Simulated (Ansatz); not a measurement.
The inner images of a band of GaH3 + H3P (8 atoms, charge 0, multiplicity 1) are given out of order.

Theory: RKS BHLYP-D4/def2-SVP (Ansatz 0.2.0).

Initial state:

```xyz
8
Properties=species:S:1:pos:R:3
Ga 0.024 0.178 0.060
H -0.058 0.794 1.496
H 1.415 0.000 -0.634
H -1.291 -0.157 -0.720
P 0.202 -3.093 1.200
H -0.654 -2.834 0.102
H 1.373 -2.637 0.547
H -0.061 -1.860 1.852
```

Final state:

```xyz
8
Properties=species:S:1:pos:R:3
Ga 0.117 -0.711 -0.145
H -0.185 0.664 1.988
H 1.417 0.141 -0.308
H -1.280 -0.150 -0.567
P 0.257 -2.855 0.749
H -0.622 -3.453 -0.186
H 1.448 -3.220 0.076
H -0.203 -0.025 2.297
```

Q: Put them in order from the first end to the last, with their energies above the first end.
A.
```xyz
8
Properties=species:S:1:pos:R:3
Ga 0.026 0.155 0.100
H -0.153 0.753 1.536
H 1.458 0.043 -0.520
H -1.235 -0.205 -0.753
P 0.220 -3.022 1.239
H -0.738 -2.925 0.202
H 1.325 -2.725 0.406
H 0.045 -1.684 1.693
```
B.
```xyz
8
Properties=species:S:1:pos:R:3
Ga 0.107 -0.574 -0.117
H -0.166 0.288 1.854
H 1.446 0.197 -0.354
H -1.294 -0.089 -0.609
P 0.226 -2.676 0.927
H -0.686 -3.258 0.022
H 1.413 -3.028 0.253
H -0.096 -0.468 1.928
```
C.
```xyz
8
Properties=species:S:1:pos:R:3
Ga 0.065 -0.261 0.002
H -0.128 0.142 1.662
H 1.507 0.109 -0.407
H -1.325 -0.179 -0.664
P 0.201 -2.663 1.167
H -0.720 -3.019 0.157
H 1.365 -2.801 0.379
H -0.016 -0.937 1.609
```
D.
```xyz
8
Properties=species:S:1:pos:R:3
Ga 0.091 -0.458 -0.064
H -0.140 0.141 1.759
H 1.484 0.158 -0.374
H -1.318 -0.130 -0.633
P 0.210 -2.642 1.044
H -0.714 -3.117 0.097
H 1.392 -2.893 0.326
H -0.057 -0.669 1.748
```
E.
```xyz
8
Properties=species:S:1:pos:R:3
Ga 0.116 -0.641 -0.141
H -0.193 0.472 1.930
H 1.424 0.194 -0.337
H -1.279 -0.093 -0.591
P 0.246 -2.757 0.830
H -0.654 -3.377 -0.068
H 1.428 -3.147 0.159
H -0.139 -0.259 2.121
```
F.
```xyz
8
Properties=species:S:1:pos:R:3
Ga 0.030 0.055 0.096
H -0.140 0.488 1.594
H 1.473 0.052 -0.503
H -1.264 -0.209 -0.738
P 0.208 -2.871 1.264
H -0.733 -2.921 0.209
H 1.331 -2.722 0.417
H 0.045 -1.481 1.564
```
G.
```xyz
8
Properties=species:S:1:pos:R:3
Ga 0.045 -0.097 0.057
H -0.132 0.274 1.611
H 1.503 0.077 -0.448
H -1.308 -0.205 -0.698
P 0.199 -2.715 1.239
H -0.724 -2.959 0.190
H 1.345 -2.748 0.406
H 0.022 -1.237 1.546
```

A: A (+0.6 kJ/mol), F (+11.1 kJ/mol), G (+62.6 kJ/mol), C (+126.0 kJ/mol), D (+61.5 kJ/mol), B (+8.3 kJ/mol), E (-9.5 kJ/mol).

Time of the run: 6 min on 1 thread of Arm Neoverse V1, with other jobs on the host, peak memory 0.16 GiB.
